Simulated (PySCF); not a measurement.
# Cost of excited-state runs on `COC1=CCO[C@@H]1F`, C$_{5}$H$_{7}$FO$_{2}$

Geometry:
```
atom   x (Å)   y (Å)   z (Å)
  C1  -2.361   0.374  -0.282
  O2  -1.134   1.071  -0.336
  C3  -0.037   0.350  -0.060
  C4   0.166  -0.932   0.232
  C5   1.634  -1.156   0.426
  O6   2.245   0.071   0.016
  C7   1.300   1.061  -0.014
  F8   1.359   1.818   1.157
  H9  -3.134   1.106  -0.506
 H10  -2.385  -0.429  -1.025
 H11  -2.527  -0.049   0.713
 H12  -0.548  -1.726   0.327
 H13   2.037  -1.953  -0.205
 H14   1.886  -1.372   1.473
 H15   1.493   1.774  -0.823
```

PySCF with density fitting, on 1 thread of an Arm Neoverse V1, shared host. Command: `OMP_NUM_THREADS=1 python excited_run.py task.json out`

(1) How long does this run take, and how much memory?
- magnetisability and related constants, CAM-B3LYP/pcSseg-1; isotopologues

Answers

(1) 
```csv
run,level,basis functions,wall time,peak memory (GiB)
magnetisability and related constants,CAM-B3LYP/pcSseg-1,171,35 s,0.9
```
Times from a shared host are rough.
